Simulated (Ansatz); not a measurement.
Pulling the pair apart

The pair of F⁻ (SMILES [F-], atom 1) and BCl3 (SMILES ClB(Cl)Cl, atoms 2–5), both closed shells, in one local arrangement (a lower one may exist), relaxed at PBE0-D4/def2-TZVPD:

```json
{"atom": "F1", "x (Å)": "-0.1398", "y (Å)": "0.0775", "z (Å)": "-1.4662"}
{"atom": "Cl2", "x (Å)": "-1.1353", "y (Å)": "1.2719", "z (Å)": "0.7062"}
{"atom": "B3", "x (Å)": "-0.0102", "y (Å)": "0.0057", "z (Å)": "-0.1074"}
{"atom": "Cl4", "x (Å)": "-0.4845", "y (Å)": "-1.7129", "z (Å)": "0.4864"}
{"atom": "Cl5", "x (Å)": "1.7698", "y (Å)": "0.3578", "z (Å)": "0.3810"}
```

BCl3 is shifted rigidly along the line between the mean atom positions of the two fragments (negative: closer). Counterpoise interaction energies in kcal/mol. Ansatz 0.2.0; basis: def2-TZVPPD; cores frozen in the correlated methods. B3LYP uses VWN-RPA correlation.

```csv
shift (Å),PBE0-D4,HF,B3LYP-D4
-0.14,-128.06,-136.68,-121.32
-0.07,-135.66,-143.47,-129.19
0.00,-137.75,-144.64,-131.59
0.07,-136.21,-142.08,-130.40
0.16,-130.35,-134.72,-125.05
0.34,-114.31,-115.92,-110.00
0.68,-82.52,-80.13,-79.95
1.37,-41.60,-37.49,-41.12
```

Task: What does CCSD(T) give at these shifts? (To be estimated.)

Result: By the calculation: -121.69, -130.20, -133.04, -132.11, -126.88, -111.54, -80.10, -38.55 kcal/mol. For zero shift, CCSD(T) at an estimated basis limit (MP2 extrapolated from triple and quadruple zeta, plus CCSD(T) − MP2 in triple zeta) gives -137.43 kcal/mol. These are counterpoise interaction energies, counted from the two frozen fragments.

No T1 diagnostic of these runs exceeds 0.023.

For scale, one of the runs: CCSD(T)/def2-TZVPPD, 230 basis functions, launched by `ansatz run in.yaml --threads 4 --pin off --events-out ev --progress --plain --max-ram 9574MiB`. Time: 32 s of wall clock on 4 CPU threads of an Intel Xeon Platinum 8259CL; the host was shared. Peak host memory: 2.5 GiB.
